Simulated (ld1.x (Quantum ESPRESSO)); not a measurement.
**oxygen: RRKJ pseudisation with PBE, scalar-relativistic reference atom.**

Input for ld1.x (Quantum ESPRESSO) 7.5:

```
&input
   title='O', zed=8., rel=1, dft='PBE', iswitch=3,
   config='[He] 2s1.75 2p4.25 3d-2',
   nld=3, rlderiv=1.90, eminld=-4.0, emaxld=5.0, deld=0.02
 /
 &inputp
   pseudotype=2, tm=.false., lloc=0,
   nlcc=.false.,
   file_pseudopw='O.UPF', file_wfcaegen='ae.wfc', file_wfcncgen='nc.wfc', file_beta='beta', file_chi='chi'
 /
3
2P  2  1   4.25   0.00  1.75  1.75  0.0
3D  3  2  -2.00   0.05  1.70  1.70  0.0
2S  1  0   1.75   0.00  0.95  0.95  0.0
 &test
   configts(1)='2s1.75 2p4.25'
 /
```

Command:

```bash
ld1.x < O.in > O.out
```

Resulting log (shortened: banner, matrices, multipoles, cross overlaps and the repeated all-electron block are left out):

```
Program LD1 v.7.5
     --------------------------- All-electron run ----------------------------

     O
     scalar relativistic calculation

     atomic number is  8.00
     dft =PBE   lsd =0 sic =0 latt =0  beta=0.20 tr2=1.0E-14
     Exchange-correlation= PBE
                           (   1   4   3   4   0   0   0)
     mesh =1095 r(mesh) =  99.04343 a.u. xmin = -7.00 dx = 0.01250
     1 Ry =  13.60569312 eV, c = 137.03599908

     n l     nl                  e(Ry)          e(Ha)          e(eV)
     1 0     1S 1( 2.00)       -37.8431       -18.9215      -514.8814
     2 0     2S 1( 1.75)        -1.7698        -0.8849       -24.0794
     2 1     2P 1( 4.25)        -0.6717        -0.3358        -9.1388

     final scf error:  1.2E-15 reached in  24 iterations

     Etot =    -149.729709 Ry,     -74.864855 Ha,   -2037.176473 eV

     Ekin =     149.516822 Ry,      74.758411 Ha,    2034.279999 eV
     Encl =    -355.514920 Ry,    -177.757460 Ha,   -4837.026902 eV
     Eh   =      72.782900 Ry,      36.391450 Ha,     990.261800 eV
     Exc  =     -16.514511 Ry,      -8.257256 Ha,    -224.691369 eV

     normalization and overlap integrals

     s(1S/1S) =  1.000000  <r> =   0.1995  <r2> =    0.0538  r(max) =   0.1298
     s(2S/2S) =  1.000000  <r> =   1.1389  <r2> =    1.5788  r(max) =   0.8677
     s(2P/2P) =  1.000000  <r> =   1.2636  <r2> =    2.1285  r(max) =   0.8151

     ------------------------ End of All-electron run ------------------------

     --------------------- Generating NC pseudopotential ---------------------

      Generating local pot.: lloc=0, matching radius rcloc =   0.9500

      Wfc   2P  rcut= 1.769  Estimated cut-off energy=       57.02 Ry
      This function has    0 nodes for 0 < r <    1.769

      Wfc   3D  rcut= 1.683  Estimated cut-off energy=       77.89 Ry
      This function has    0 nodes for 0 < r <    1.683

     ------------------- End of pseudopotential generation -------------------

     Computing logarithmic derivative in   1.89521
     Computing logarithmic derivative in   1.89521
     Computing the partial wave expansion
       no projector for channel:   0
     R is outside the sphere for l=    1 j= 0.00
     R is outside the sphere for l=    2 j= 0.00

     ---------------------- Testing the pseudopotential ----------------------

     O
     scalar relativistic calculation

     atomic number is  8.00   valence charge is  6.00
     dft =PBE   lsd =0 sic =0 latt =0  beta=0.20 tr2=1.0E-14
     mesh =1095 r(mesh) =  99.04343 xmin = -7.00 dx = 0.01250

     n l     nl             e AE (Ry)        e PS (Ry)    De AE-PS (Ry)
     1 0     2S   1( 1.75)       -1.76980       -1.76984        0.00003
     2 1     2P   1( 4.25)       -0.67169       -0.67169        0.00000

     eps = 5.6E-15  iter = 15

     Etot =    -149.729709 Ry,     -74.864855 Ha,   -2037.176473 eV
     Etotps =   -30.605688 Ry,     -15.302844 Ha,    -416.411598 eV

     Ekin =      19.752783 Ry,       9.876392 Ha,     268.750310 eV
     Encl =     -64.058035 Ry,     -32.029017 Ha,    -871.553960 eV
     Ehrt =      26.523442 Ry,      13.261721 Ha,     360.869818 eV
     Ecxc =      -6.371375 Ry,      -3.185688 Ha,     -86.686979 eV
     Epseu=      -6.452504 Ry,      -3.226252 Ha,     -87.790786 eV

     ---------------------- End of pseudopotential test ----------------------
```

Generation and configuration tests took about 0.9 s on one core of a shared server CPU.

Transferability test of the new file with ld1.x, input:

```
&input
   title='O', zed=8., rel=1, dft='PBE', iswitch=2,
   config='[He] 2s1.75 2p4.25 3d-2'
 /
 &test
   file_pseudo='O.UPF', nconf=8,
   configts(1)='2s1.75 2p4.25',
   configts(2)='2s2 2p4',
   configts(3)='2s2 2p3',
   configts(4)='2s2 2p2',
   configts(5)='2s1 2p5',
   configts(6)='2s1 2p4',
   configts(7)='2s2 2p1',
   configts(8)='2s0 2p6'
 /
```

```bash
ld1.x < O.test.in > O.test.out
```

Pseudopotential blocks of its output, shortened (energy terms left out):

```
     ---------------------- Testing the pseudopotential ----------------------

     n l     nl             e AE (Ry)        e PS (Ry)    De AE-PS (Ry)
     1 0     2S   1( 1.75)       -1.76980       -1.76984        0.00003
     2 1     2P   1( 4.25)       -0.67169       -0.67169        0.00000

     eps = 9.8E-16  iter = 14

     Etot =    -149.729710 Ry,     -74.864855 Ha,   -2037.176481 eV
     Etotps =   -30.605688 Ry,     -15.302844 Ha,    -416.411599 eV

     ---------------------- End of pseudopotential test ----------------------

          ---------------------- Testing the pseudopotential ----------------------

     n l     nl             e AE (Ry)        e PS (Ry)    De AE-PS (Ry)
     1 0     2S   1( 2.00)       -1.76114       -1.75949       -0.00165
     2 1     2P   1( 4.00)       -0.66375       -0.66196       -0.00179

     eps = 7.8E-15  iter = 13

     Etot =    -150.004152 Ry,     -75.002076 Ha,   -2040.910457 eV
     Etotps =   -30.880148 Ry,     -15.440074 Ha,    -420.145815 eV
     dEtot_ae =      -0.274442 Ry
     dEtot_ps =      -0.274460 Ry,   Delta E=       0.000018 Ry

     ---------------------- End of pseudopotential test ----------------------

          ---------------------- Testing the pseudopotential ----------------------

     n l     nl             e AE (Ry)        e PS (Ry)    De AE-PS (Ry)
     1 0     2S   1( 2.00)       -2.91523       -2.91388       -0.00134
     2 1     2P   1( 3.00)       -1.79705       -1.78154       -0.01551  !

     eps = 3.0E-17  iter = 12

     Etot =    -148.796508 Ry,     -74.398254 Ha,   -2024.479622 eV
     Etotps =   -29.679166 Ry,     -14.839583 Ha,    -403.805623 eV
     dEtot_ae =       0.933202 Ry
     dEtot_ps =       0.926522 Ry,   Delta E=       0.006680 Ry

     ---------------------- End of pseudopotential test ----------------------

          ---------------------- Testing the pseudopotential ----------------------

     n l     nl             e AE (Ry)        e PS (Ry)    De AE-PS (Ry)
     1 0     2S   1( 2.00)       -4.28836       -4.27089       -0.01747  !
     2 1     2P   1( 2.00)       -3.17823       -3.11337       -0.06486  !

     eps = 2.7E-15  iter = 14

     Etot =    -146.327963 Ry,     -73.163981 Ha,   -1990.893355 eV
     Etotps =   -27.246687 Ry,     -13.623344 Ha,    -370.710065 eV
     dEtot_ae =       3.401747 Ry
     dEtot_ps =       3.359001 Ry,   Delta E=       0.042746 Ry

     ---------------------- End of pseudopotential test ----------------------

          ---------------------- Testing the pseudopotential ----------------------

     n l     nl             e AE (Ry)        e PS (Ry)    De AE-PS (Ry)
     1 0     2S   1( 1.00)       -1.79485       -1.79968        0.00483
     2 1     2P   1( 5.00)       -0.69467       -0.69955        0.00488

     eps = 6.5E-16  iter = 14

     Etot =    -148.905333 Ry,     -74.452667 Ha,   -2025.960272 eV
     Etotps =   -29.781363 Ry,     -14.890681 Ha,    -405.196080 eV
     dEtot_ae =       0.824376 Ry
     dEtot_ps =       0.824325 Ry,   Delta E=       0.000051 Ry

     ---------------------- End of pseudopotential test ----------------------

          ---------------------- Testing the pseudopotential ----------------------

     n l     nl             e AE (Ry)        e PS (Ry)    De AE-PS (Ry)
     1 0     2S   1( 1.00)       -2.92540       -2.94246        0.01706  !
     2 1     2P   1( 4.00)       -1.80506       -1.81023        0.00517  !

     eps = 4.8E-15  iter = 14

     Etot =    -147.677224 Ry,     -73.838612 Ha,   -2009.250990 eV
     Etotps =   -28.546947 Ry,     -14.273474 Ha,    -388.401002 eV
     dEtot_ae =       2.052486 Ry
     dEtot_ps =       2.058741 Ry,   Delta E=      -0.006255 Ry

     ---------------------- End of pseudopotential test ----------------------

          ---------------------- Testing the pseudopotential ----------------------

     n l     nl             e AE (Ry)        e PS (Ry)    De AE-PS (Ry)
     1 0     2S   1( 2.00)       -5.84242       -5.77556       -0.06685  !
     2 1     2P   1( 1.00)       -4.77428       -4.59921       -0.17508  !

     eps = 9.4E-15  iter = 13

     Etot =    -142.368669 Ry,     -71.184335 Ha,   -1937.024424 eV
     Etotps =   -23.401133 Ry,     -11.700567 Ha,    -318.388640 eV
     dEtot_ae =       7.361040 Ry
     dEtot_ps =       7.204555 Ry,   Delta E=       0.156486 Ry

     ---------------------- End of pseudopotential test ----------------------

          ---------------------- Testing the pseudopotential ----------------------

     n l     nl             e AE (Ry)        e PS (Ry)    De AE-PS (Ry)
     1 0     2S   1( 0.00)       -1.82640       -1.83779        0.01138  !
     2 1     2P   1( 6.00)       -0.72363       -0.73413        0.01050  !

     eps = 5.7E-15  iter = 16

     Etot =    -147.803835 Ry,     -73.901918 Ha,   -2010.973626 eV
     Etotps =   -28.679507 Ry,     -14.339753 Ha,    -390.204569 eV
     dEtot_ae =       1.925874 Ry
     dEtot_ps =       1.926181 Ry,   Delta E=      -0.000307 Ry

     ---------------------- End of pseudopotential test ----------------------
```
